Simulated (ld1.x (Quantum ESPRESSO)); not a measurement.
## Before and after: RRKJ potential for titanium

titanium (Ti), norm-conserving RRKJ (Kleinman–Bylander form), made with ld1.x (Quantum ESPRESSO) 7.5 (LDA (PZ), scalar-relativistic). Core [Ar], reference 3d2 4s2 4p0. Waves: 4p (bound, empty): rc 2.90 bohr; 3d (bound): rc 1.50 bohr; 4s (bound): rc 2.30 bohr. Local part: the s channel. Core correction: Bessel-smoothed model core inside 0.75 bohr.

Change: functional BP86.

Cutoffs: the cutoffs (Ry, on a coarse ladder) from which the occupation-weighted sum of valence levels, in a spherical-Bessel basis at the reference potential, stays within 10 and 1 mRy of its value at 400 Ry; they do not see the model core or the augmentation charge, which bear on the density cutoff. Errors are all-electron minus pseudo energies relative to the spin-unpolarised reference configuration.

Problem. Predict the effect on cutoff, ghosts and configuration errors.

Solution. The potential gets neither clearly harder nor softer (70 Ry and 80 Ry → 70 Ry and 80 Ry); the number of tests with a reliable result goes from 9 to 7; of the 7 tests that both files solve, the error grows in 3 and shrinks in 0 by more than 15 % and 0.3 meV (median size 41.4 → 47.8 meV); neither file shows a bound ghost.

```tsv
quantity	base	changed
cutoff, loose	70 Ry	70 Ry
cutoff, tight	80 Ry	80 Ry
bound ghosts	none	none
error for 3d2 4s1 4p0, meV [ΔE 7.54 → 7.52 eV]	-4.3	-5.0
error for 3d2 4s0 4p0, meV [ΔE 21.34 → 21.18 eV]	-41	-48
error for 3d1 4s0 4p0, meV [ΔE 48.53 → 48.15 eV]	-619	-623
error for 3d3 4s0 4p0, meV [ΔE 7.56 → 7.59 eV]	-317	-330
error for 3d2 4s0 4p2, meV [ΔE 6.43 → 6.36 eV]	-12	-14
error for 3d2 4s0 4p1, meV [ΔE 11.38 → 11.32 eV]	-15	-17
error for 3d2.5 4s1.5 4p0, meV [ΔE 0.32 → 0.36 eV]	-59	-60
s: phases at 3.17 bohr within 0.05 rad from the reference energy up to (Ry; the scan ends near 5)	1.5	1.5
p: phases at 3.17 bohr within 0.05 rad from the reference energy up to (Ry; the scan ends near 5)	3.7	3.5
d: phases at 3.17 bohr within 0.05 rad from the reference energy up to (Ry; the scan ends near 5)	0.4	0.4
```
